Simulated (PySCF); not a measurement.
Partial charges of `C#CC1=C[SiH2]C1`

Compound: C₅H₆Si.
SMILES with atom numbers: `[CH:1]#[C:2][C:3]1=[CH:4][SiH2:5][CH2:6]1` (hydrogens: H7 on C1; H8 on C4; H9, H10 on Si5; H11, H12 on C6)

Geometry (GFN2-xTB, Å), atoms numbered from 1 in this order:
```xyz
12
C5H6Si angstrom
C      3.0065    0.1139    0.2762
C      1.8058    0.0390    0.2717
C      0.4073   -0.0365    0.2318
C     -0.4715   -0.4097    1.1834
Si    -1.9823   -0.1413    0.0907
C     -0.4388    0.3109   -0.9735
H      4.0540    0.1741    0.2926
H     -0.2372   -0.7299    2.1861
H     -2.8727    0.9702    0.4215
H     -2.7256   -1.3235   -0.3420
H     -0.2198   -0.3164   -1.8364
H     -0.3246    1.3485   -1.2840
```

Density: PBE0/pcSseg-1 (PySCF); schemes: Mulliken, IAO, Hirshfeld and ESP-fitted. Geometry: GFN2-xTB; no solvent, vibrations or thermal averaging.

Question: Tabulate the Mulliken, IAO, Hirshfeld and ESP-fitted charges.

Answer: In e:

```json
{"atom": "C1", "environment": "terminal alkyne carbon", "Mulliken": "-0.392", "IAO": "-0.220", "Hirshfeld": "-0.097", "ESP-fitted": "-0.365"}
{"atom": "C2", "environment": "alkyne carbon", "Mulliken": "+0.494", "IAO": "-0.025", "Hirshfeld": "-0.040", "ESP-fitted": "-0.092"}
{"atom": "C3", "environment": "fully substituted alkene carbon", "Mulliken": "-0.306", "IAO": "+0.019", "Hirshfeld": "+0.018", "ESP-fitted": "+0.394"}
{"atom": "C4", "environment": "alkene CH carbon", "Mulliken": "-0.288", "IAO": "-0.418", "Hirshfeld": "-0.139", "ESP-fitted": "-0.543"}
{"atom": "Si5", "environment": "SiH2 silicon", "Mulliken": "+0.676", "IAO": "+0.751", "Hirshfeld": "+0.348", "ESP-fitted": "+0.582"}
{"atom": "C6", "environment": "sp3 carbon bound to silicon", "Mulliken": "-0.420", "IAO": "-0.529", "Hirshfeld": "-0.160", "ESP-fitted": "-0.586"}
{"atom": "H7", "environment": "alkyne hydrogen", "Mulliken": "+0.046", "IAO": "+0.206", "Hirshfeld": "+0.095", "ESP-fitted": "+0.298"}
{"atom": "H8", "environment": "vinylic hydrogen", "Mulliken": "+0.066", "IAO": "+0.154", "Hirshfeld": "+0.043", "ESP-fitted": "+0.204"}
{"atom": "H9", "environment": "Si–H hydrogen", "Mulliken": "-0.085", "IAO": "-0.119", "Hirshfeld": "-0.072", "ESP-fitted": "-0.112"}
{"atom": "H10", "environment": "Si–H hydrogen", "Mulliken": "-0.085", "IAO": "-0.119", "Hirshfeld": "-0.072", "ESP-fitted": "-0.114"}
{"atom": "H11", "environment": "methylene hydrogen", "Mulliken": "+0.147", "IAO": "+0.150", "Hirshfeld": "+0.038", "ESP-fitted": "+0.167"}
{"atom": "H12", "environment": "methylene hydrogen", "Mulliken": "+0.147", "IAO": "+0.150", "Hirshfeld": "+0.038", "ESP-fitted": "+0.166"}
```

Mean size of the charges over all atoms: ESP-fitted 0.302 e, Mulliken 0.263 e, IAO 0.238 e, Hirshfeld 0.097 e. Each set sums to the total charge, 0, to within 0.001 e. The IAO scheme counts the electrons in orthogonalised intrinsic atomic orbitals, a minimal basis polarised so that it spans the occupied orbitals exactly.

Lowest charge. All schemes agree: Mulliken C6 (-0.420); IAO C6 (-0.529); Hirshfeld C6 (-0.160); ESP-fitted C6 (-0.586).

Highest charge. All schemes agree: Mulliken Si5 (+0.676); IAO Si5 (+0.751); Hirshfeld Si5 (+0.348); ESP-fitted Si5 (+0.582).

Question: Sum the charges by element, for elements with more than one atom.

Answer: 
```
element  atoms  Mulliken     IAO  Hirshfeld  ESP-fitted
      C      5    -0.913  -1.173     -0.418      -1.192
      H      6    +0.236  +0.422     +0.070      +0.610
```

Question: How many electrons does the Hirshfeld scheme count on C1?

Answer: Z − q = 6 − (-0.097) = 6.097.

Question: How closely do the schemes follow one another over all atoms?

Answer: Correlation coefficient and root-mean-square difference: IAO with Hirshfeld 0.98, 0.193 e; IAO with ESP-fitted 0.92, 0.137 e; Hirshfeld with ESP-fitted 0.88, 0.245 e; Mulliken with IAO 0.81, 0.199 e; Mulliken with Hirshfeld 0.76, 0.242 e; Mulliken with ESP-fitted 0.63, 0.292 e.
